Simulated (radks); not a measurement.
Values are calculated unless marked as measured or tabulated.
Sc+, configuration [Ar] 3d1 4f1 (not the ground configuration). Level of theory: non-relativistic Kohn-Sham, PBE, spin-polarised, spherical densities, point nucleus; open shells are filled with parallel spins first (a radial shooting solver on a logarithmic mesh with Libxc functionals).

Local quantities along the radius. ELF = 1/(1 + alpha^2) is the electron localisation function; alpha = (tau - tau_W)/tau_unif compares the Pauli kinetic energy density with that of the uniform gas (summed over spins).

```
   r/bohr * ELF (the largest magnitude, 1, reaches the edge; | marks zero)
 0.004307 |                                                      *
 0.005791 |                                                      *
 0.007785 |                                                      *
  0.01047 |                                                      *
  0.01407 |                                                      *
  0.01892 |                                                      *
  0.02544 |                                                      *
   0.0342 |                                                      *
  0.04598 |                                                     *
  0.06182 |                                                *
  0.08312 |                              *
   0.1117 |              *
   0.1502 |                   *
    0.202 |                                      *
   0.2716 |                                             *
   0.3651 |                                         *
   0.4909 |           *
     0.66 |          *
   0.8874 |                                         *
    1.193 |                                              *
    1.604 |                                     *
    2.157 |           *
    2.899 |*
    3.898 *
    5.241 *
    7.046 |*
    9.473 |*
    12.74 *
    17.12 *
```

On this mesh the ELF has minima near r = 0.11, 0.57 bohr, which separate the shells, and maxima near 0.27 (0.85), 1.2 (0.85).

Self-consistent cycle (total energy in hartree, residual of the potential): 1: -759.636501, 1e+00; 2: -759.754111, 9e-01; 3: -759.805785, 2e-01; 4: -759.806877, 2e-02; 5: -759.806930, 6e-03; 6: -759.806943, 6e-04; 7: -759.806944, 6e-04; 8: -759.806945, 1e-04; 9: -759.806945, 4e-05; 10: -759.806945, 1e-05; 11: -759.806945, 5e-06; 12: -759.806945, 6e-07; 13: -759.806945, 3e-07; 14: -759.806945, 7e-08; 15: -759.806945, 1e-08; 16: -759.806945, 3e-09.
